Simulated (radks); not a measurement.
Values are calculated unless marked as measured or tabulated.
Species: the zinc ion Zn3+. Configuration: [Ar] 3d9 (the NIST ground configuration). Level of theory: Dirac Kohn-Sham, PBE, spin-unpolarised, spherical densities, finite nucleus; open shells fill j = l - 1/2 first; Fermi nuclear charge, rms radius 3.9283 fm (a radial shooting solver on a logarithmic mesh with Libxc functionals).

Normalised radial functions P(r) = r R(r) (large component), r in bohr:

r          2p3/2   3d5/2
0.001676  0.0022  0.0000
0.001921  0.0029  0.0000
0.002183  0.0038  0.0000
0.002501  0.0049  0.0000
0.002865  0.0064  0.0000
0.003256  0.0082  0.0000
0.003731  0.0107  0.0000
0.004274  0.0139  0.0000
0.004858  0.0177  0.0000
0.005566  0.0230  0.0001
0.006377  0.0297  0.0001
0.007306  0.0384  0.0001
0.008303  0.0488  0.0002
0.009513  0.0629  0.0003
0.0109    0.0807  0.0004
0.01239   0.1018  0.0005
0.01419   0.1299  0.0008
0.01626   0.1651  0.0012
0.01848   0.2062  0.0017
0.02117   0.2598  0.0025
0.02426   0.3254  0.0036
0.02757   0.4000  0.0051
0.03158   0.4947  0.0074
0.03618   0.6068  0.0107
0.04113   0.7292  0.0150
0.04712   0.8776  0.0213
0.05398   1.0438  0.0301
0.06135   1.2142  0.0414
0.07029   1.4052  0.0575
0.08053   1.5993  0.0790
0.09153   1.7754  0.1055
0.1049    1.9434  0.1418
0.1201    2.0769  0.1880
0.1376    2.1605  0.2455
0.1564    2.1808  0.3108
0.1792    2.1309  0.3925
0.2053    2.0041  0.4858
0.2334    1.8191  0.5823
0.2674    1.5664  0.6903
0.3063    1.2782  0.7982
0.3482    0.9993  0.8935
0.3989    0.7210  0.9806
0.457     0.4827  1.0449
0.5194    0.3063  1.0780
0.595     0.1724  1.0802
0.6817    0.0873  1.0477
0.7748    0.0413  0.9883
0.8877    0.0164  0.9001
1.017     0.0056  0.7931
1.156     0.0018  0.6821
1.324     0.0004  0.5604
1.517     0.0001  0.4418
1.724     0.0000  0.3384
1.976     0.0000  0.2420
2.263     0.0000  0.1625
2.593     0.0000  0.1013
2.947     0.0000  0.0599
3.377     0.0000  0.0310
3.869     0.0000  0.0142
4.397     0.0000  0.0060
5.037     0.0000  0.0021
5.771     0.0000  0.0006
6.559     0.0000  0.0002
7.515     0.0000  0.0000

2p3/2: eigenvalue -1038.3 eV, 0 radial nodes, <r> = 0.199 bohr, 90 % of the charge inside 0.326 bohr. 3d5/2: eigenvalue -50.542 eV, 0 radial nodes, <r> = 0.822 bohr, 90 % of the charge inside 1.40 bohr.
